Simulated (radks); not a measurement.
Values are calculated unless marked as measured or tabulated.
The scandium ion Sc10+, configuration [Ne] 3s1.

Level of theory: scalar-relativistic Kohn-Sham, r2SCAN, spin-polarised, spherical densities, finite nucleus; open shells are filled with parallel spins first; meta-GGA in the generalised Kohn-Sham scheme; Fermi nuclear charge, rms radius 3.5459 fm (a radial shooting solver on a logarithmic mesh with Libxc functionals).

Energy parts (hartree):
total: -726.74947
kinetic: 732.81193
electron-nucleus: -1624.69620
Hartree: 197.95648
exchange-correlation: -32.82168

Orbitals (lengths in bohr, moments of r in powers of bohr; r(max) is where P^2 peaks):
orbital  occ.  eigenvalue (hartree)   r(max)     <r^2>
1s up       1             -171.2839  0.04780  0.007169
1s down     1             -171.2622  0.04781  0.007170
2s up       1             -26.09644   0.2815    0.1353
2s down     1             -26.07589   0.2817    0.1352
2p up       3             -22.90985   0.2304    0.1124
2p down     3             -22.88236   0.2305    0.1121
3s up       1              -8.84383   0.8414    0.9387
3s down     0              -8.36994   0.8486    0.9643
3p up       0              -7.92534   0.8422    0.9651
3p down     0              -7.50372   0.8522     1.002
4s up       0              -4.10632    1.720     3.410

The highest occupied level is 3s up at -240.65 eV. The spin density at the nucleus is 57.49 e/bohr^3 (1s 1.02, 2s 0.54, 3s 55.93). Spin moment in Bohr magnetons: 1. The density falls to 0.001 e/bohr^3 at r = 1.82 bohr.
